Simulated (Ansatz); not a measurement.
This geometry of C2H8BNS (13 atoms, charge 0, multiplicity 1) is a first-order saddle point.

These are results of Ansatz, RKS r2SCANh-D4/def2-SVP, not measurements.

```xyz
13
Properties=species:S:1:pos:R:3
B 0.391 0.866 1.054
C -0.152 -0.310 0.140
C -1.333 -0.192 -0.766
N 0.498 -1.450 0.103
S 1.064 2.031 -0.354
H 1.267 0.473 1.814
H -0.522 1.472 1.586
H -2.033 0.557 -0.378
H -0.998 0.164 -1.750
H -1.851 -1.154 -0.898
H 1.303 -1.565 0.712
H 0.261 -2.210 -0.527
H 2.127 1.285 -0.721
```

Task: Which two structures does it join? (They come from a converged band through this point; their orientation in space is the band's.)

Result: No bond is made or broken. The dihedral N4–C2–C3–H9 goes from -153 to -29°. The two ends are copies of one structure, up to a mirror image or an exchange of like atoms.

Image 0:

```xyz
13
Properties=species:S:1:pos:R:3
B 0.548 1.070 0.763
C -0.176 -0.214 0.187
C -1.403 -0.154 -0.653
N 0.311 -1.412 0.431
S 1.419 1.504 -0.930
H 1.336 0.808 1.659
H -0.230 1.979 0.986
H -2.269 -0.208 0.028
H -1.456 0.802 -1.184
H -1.484 -0.981 -1.375
H 1.103 -1.501 1.060
H -0.025 -2.252 -0.029
H 2.346 0.524 -0.927
```

Image 6:

```xyz
13
Properties=species:S:1:pos:R:3
B 0.315 0.836 1.108
C -0.135 -0.293 0.093
C -1.335 -0.177 -0.780
N 0.572 -1.396 -0.021
S 1.117 1.959 -0.273
H 1.121 0.434 1.933
H -0.630 1.465 1.549
H -1.555 0.875 -0.988
H -1.245 -0.729 -1.728
H -2.189 -0.593 -0.220
H 1.354 -1.544 0.609
H 0.416 -2.084 -0.751
H 2.215 1.214 -0.516
```

Task: How far does it lie above each of them?

Result: 0.050 eV above the first and 0.050 eV above the second. This is the barrier of this one path; another mechanism may lie lower.

The run took 110 s on 2 threads of Intel(R) Xeon(R) 6975P-C (Granite Rapids) (shared host), peak memory 0.32 GiB.
